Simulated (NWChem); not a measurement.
Molecule: Si₂H₄SClF; SMILES F[SiH2]S[SiH2]Cl

```xyz
9

Si    -0.3661    -2.1057    -0.3665
F      1.0210    -2.9411    -0.4665
S     -0.2497    -0.6355     1.1802
Si     0.8025     0.8930     0.1068
Cl    -0.4569     1.9568    -1.1382
H     -0.5828    -1.4562    -1.6849
H     -1.4491    -3.0424     0.0195
H      1.8627     0.2886    -0.7425
H      1.3528     1.8168     1.1296
```
Atoms are numbered in this order, from 1.

Program: NWChem. Pople sets run with spherical d functions. Geometry: optimised at PBE0/def2-SVP. GIAO values for the isolated, static molecule; σ is the absolute isotropic shielding, δ = σ(reference) − σ with the isolated reference molecule computed at the same levels (1H: tetramethylsilane, 29Si: tetramethylsilane).

Problem. Estimate the computed values for B3LYP/6-31G*. Quantities: δ Si1 (ppm); σ S3 (ppm); δ Si4 (ppm); σ Cl5 (ppm); δ H6 (ppm); δ H8 (ppm); δ H9 (ppm).

Solution. 
* **δ Si1 (ppm)**: 26.3
* **σ S3 (ppm)**: 670.9
* **δ Si4 (ppm)**: 26.0
* **σ Cl5 (ppm)**: 929.4
* **δ H6 (ppm)**: 5.73
* **δ H8 (ppm)**: 5.65
* **δ H9 (ppm)**: 5.61
